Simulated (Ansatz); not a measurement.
A search over several starts for the lowest SCF solution of SbTe2⁺ at the given spin, in a small basis.

```yaml
crystal:
  periodic: [false, false, false]
  atoms:
    - {symbol: Sb, position_ang: [-0.628270, 0.749061, -1.131316]}
    - {symbol: Te, position_ang: [1.326187, 0.638505, 0.674358]}
    - {symbol: Te, position_ang: [-0.697917, -1.387566, 0.456958]}
basis:
  gaussian: {orbitals: def2-SVP}
total_charge: 1
magnetization: {spin_polarized: true, initial_magnetization: 0}
hamiltonian: {xc: pbe0, dispersion: d4}
output: {orbitals: {seedname: orbitals}}
```

```sh
$ ansatz run in.yaml --threads 4 --pin off --events-out ev --progress --plain --max-ram 3916MiB
```

It prints (some lines left out):

```
Functional definition: PBE0
1000 factors; integrals over basis functions are off by at most 1.9e-4 eV
mean field evaluation 1: about -21117.2600 eV, gradient 1.4e1 eV
mean field evaluation 2: about -21111.2688 eV, gradient 3.1e1 eV
mean field evaluation 4: about -21118.8431 eV, gradient 1.1e0 eV
mean field evaluation 8: about -21118.9245 eV, gradient 1.4e-1 eV
mean field evaluation 16: about -21118.9247 eV, gradient 1.0e-5 eV
mean field evaluation 32: about -21118.9255 eV, gradient 1.4e-5 eV
mean field -21118.92550105 eV, -776.1061972418 hartree, gradient 4.8e-6 eV, S^2 0.060966; 4 other end points of the search recorded, 0 dependent functions left out
reference -21118.92552145 eV, -776.1061979916 hartree; 35, 35 occupied and 43, 43 virtual orbitals, 1000 factors
Total energy: -21119.06996139 eV, -776.1115060613 hartree
```

Run time 3 s (4 threads of Intel Xeon Platinum 8488C on a shared host).

In the def2 sets Sb, Te take a core potential; there is no spin–orbit coupling. The unrestricted singlet has broken spin symmetry (⟨S²⟩ up to 0.06). The structure comes from a short search, and lower isomers may exist.
